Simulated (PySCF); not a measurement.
**Bonding in `C/C(=C/CF)CC(F)(F)F`**

Compound: C6H8F4.
SMILES with atom numbers: `[CH3:1]/[C:2](=[CH:3]/[CH2:4][F:5])[CH2:6][C:7]([F:8])([F:9])[F:10]` (hydrogens: H11, H12, H13 on C1; H14 on C3; H15, H16 on C4; H17, H18 on C6)

Structure used (PBE0-D3(BJ)/def2-SVP), in Å, numbered top down from 1:
```
atom  x, y, z in Å
C1    -0.1730    2.0534   -0.3163
C2     0.2169    0.6104   -0.2236
C3     1.4015    0.2296    0.2770
C4     1.9059   -1.1753    0.4155
F5     1.7285   -1.9164   -0.7367
C6    -0.8080   -0.3836   -0.7128
C7    -1.7965   -0.7905    0.3530
F8    -2.4719    0.2556    0.8492
F9    -2.6978   -1.6474   -0.1334
F10   -1.1939   -1.3908    1.3864
H11   -1.1132    2.2357    0.2278
H12    0.6032    2.7140    0.0932
H13   -0.3542    2.3411   -1.3658
H14    2.0789    1.0141    0.6314
H15    2.9834   -1.1678    0.6447
H16    1.3864   -1.7038    1.2335
H17   -1.3963    0.0384   -1.5416
H18   -0.3293   -1.3029   -1.0712
```

Bond orders from the PBE0/pcSseg-1 density (PySCF). Isolated species at its PBE0-D3(BJ)/def2-SVP geometry (one conformer only).

(1) Where do the orders between heavy atoms depart from those drawn in the SMILES?

(2) Set the Mayer orders of the bonds beside their lengths.

## Answers

(1) The largest departure is 0.120, at C2–C3 (drawn double, 1.880) and C4–F5 (drawn single, 0.881).

(2) 
| bond | drawn as | length (Å) | Mayer order |
| --- | --- | --- | --- |
| C1–C2 | single | 1.498 | 1.069 |
| C2–C3 | double | 1.341 | 1.880 |
| C3–C4 | single | 1.499 | 1.060 |
| C4–F5 | single | 1.381 | 0.881 |
| C2–C6 | single | 1.509 | 1.021 |
| C6–C7 | single | 1.509 | 1.018 |
| C7–F8 | single | 1.340 | 0.992 |
| C7–F9 | single | 1.335 | 1.002 |
| C7–F10 | single | 1.338 | 0.998 |
| C1–H11 | single | 1.101 | 0.939 |
| C1–H12 | single | 1.098 | 0.961 |
| C1–H13 | single | 1.103 | 0.942 |
| C3–H14 | single | 1.095 | 0.938 |
| C4–H15 | single | 1.102 | 0.945 |
| C4–H16 | single | 1.104 | 0.936 |
| C6–H17 | single | 1.101 | 0.929 |
| C6–H18 | single | 1.097 | 0.907 |

By pair of heavy elements: C–C: lowest C6–C7 and C2–C6 (1.018, 1.509 Å), highest C2–C3 (1.880, 1.341 Å). C–F: lowest C4–F5 (0.881, 1.381 Å), highest C7–F9 (1.002, 1.335 Å). Bonds named together lie within 0.004.

Q: Sum the orders of all bonds at each heavy atom with more than one neighbour and set the sums beside the valence in the SMILES.

A: C1 3.911 (drawn 4), C2 3.970 (drawn 4), C3 3.878 (drawn 4), C4 3.822 (drawn 4), C6 3.875 (drawn 4), C7 4.010 (drawn 4). Orders between atoms that aren't bonded are not in these sums.

Mayer orders depend on the basis set.
